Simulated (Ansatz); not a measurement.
Ansatz (a quantum-chemistry and plane-wave program) input (B3LYP/def2-TZVPD):

Ansatz 0.2 input:
```yaml
crystal:
  periodic: [false, false, false]
  atoms:
    - {symbol: Si, position_ang: [-1.09196161, -0.41577761, 0.17444630]}
    - {symbol: S, position_ang: [1.02738743, 0.42233449, -0.26092314]}
    - {symbol: H, position_ang: [-1.02486916, -0.84467181, 1.57607692]}
    - {symbol: H, position_ang: [-1.88919264, 0.78418361, -0.10411425]}
    - {symbol: H, position_ang: [-1.14302774, -1.48132274, -0.83306849]}
    - {symbol: H, position_ang: [1.74924731, -0.59625727, 0.25757221]}
    - {symbol: H, position_ang: [1.15710591, 1.20160281, 0.83605558]}
basis:
  gaussian:
    orbitals: def2-TZVPD
hamiltonian:
  xc: {name: B3LYP}
total_charge: 1
output: {forces: true}
```

Output:

```
Functional definition: B3LYP
integrals: 0.05 GiB planned
840 factors; their error is unknown
mean field: 0.47 GiB planned
mean field evaluation 1: about -18787.1541 eV, gradient 2.4e1 eV
mean field evaluation 2: about -18787.7371 eV, gradient 2.1e1 eV
mean field evaluation 4: about -18788.6797 eV, gradient 7.4e-1 eV
mean field evaluation 8: about -18788.7017 eV, gradient 9.9e-2 eV
mean field evaluation 16: about -18788.7017 eV, gradient 2.1e-5 eV
mean field -18788.70172859 eV, -690.4720530864 hartree, gradient 2.1e-5 eV, S^2 0.000000; 0 other end points of the search recorded, 0 dependent functions left out
the calculation of the forces begins
reference -18788.70198003 eV, -690.4720623263 hartree; 17, 17 occupied and 117, 117 virtual orbitals, 840 factors
Total energy: -18788.70198003 eV, -690.4720623263 hartree
Atom 0 at    -1.091962    -0.415778     0.174446 Å, force    -0.018534    -0.006970     0.002692 eV/Å
Atom 1 at     1.027387     0.422334    -0.260923 Å, force     0.021711     0.014695    -0.023447 eV/Å
Atom 2 at    -1.024869    -0.844672     1.576077 Å, force    -0.007980    -0.005093     0.007659 eV/Å
Atom 3 at    -1.889193     0.784184    -0.104114 Å, force    -0.011408     0.003600    -0.000858 eV/Å
Atom 4 at    -1.143028    -1.481323    -0.833068 Å, force    -0.007559    -0.008085    -0.004617 eV/Å
Atom 5 at     1.749247    -0.596257     0.257572 Å, force     0.012571    -0.001158     0.008615 eV/Å
Atom 6 at     1.157106     1.201603     0.836056 Å, force     0.011198     0.003011     0.009956 eV/Å
Dipole moment:     0.168932    -0.013234     0.214050 e Å
```

It need not be the lowest isomer of its formula.
